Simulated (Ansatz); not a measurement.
Ansatz (a first-principles code) input (HF/aug-cc-pV(Q+d)Z):
A basis named .json is the Basis Set Exchange file of that set.

Ansatz 0.2 input:
```yaml
crystal:
  periodic: [false, false, false]
  atoms:
    - {symbol: P, position_ang: [-0.00000000, 0.00000000, 0.00000000]}
    - {symbol: H, position_ang: [0.00762312, -0.00624782, 1.47869591]}
    - {symbol: H, position_ang: [-0.00762312, 0.00624782, -1.47869591]}
    - {symbol: H, position_ang: [1.42511328, 0.00614516, -0.00732092]}
    - {symbol: H, position_ang: [-0.71785160, 1.23111699, 0.00890249]}
    - {symbol: H, position_ang: [-0.70726169, -1.23726215, -0.00158157]}
basis:
  gaussian:
    orbitals: aug-cc-pV_Q+d_Z.json
hamiltonian:
  xc: hf
```

End of the output:

```
integrals: 0.18 GiB planned
828 factors; their error is unknown
mean field: 1.16 GiB planned
mean field evaluation 1: about -9347.6660 eV, gradient 1.3e1 eV
mean field evaluation 2: about -9348.5132 eV, gradient 3.7e0 eV
mean field evaluation 4: about -9348.6042 eV, gradient 1.2e-1 eV
mean field evaluation 8: about -9348.8159 eV, gradient 3.3e-2 eV
mean field -9348.81593916 eV, -343.5626489093 hartree, gradient 2.1e-5 eV, S^2 0.000000; 0 other end points of the search recorded, 0 dependent functions left out
reference -9348.81593916 eV, -343.5626489093 hartree; 10, 10 occupied and 309, 309 virtual orbitals, 828 factors
Total energy: -9348.81593916 eV, -343.5626489093 hartree
```
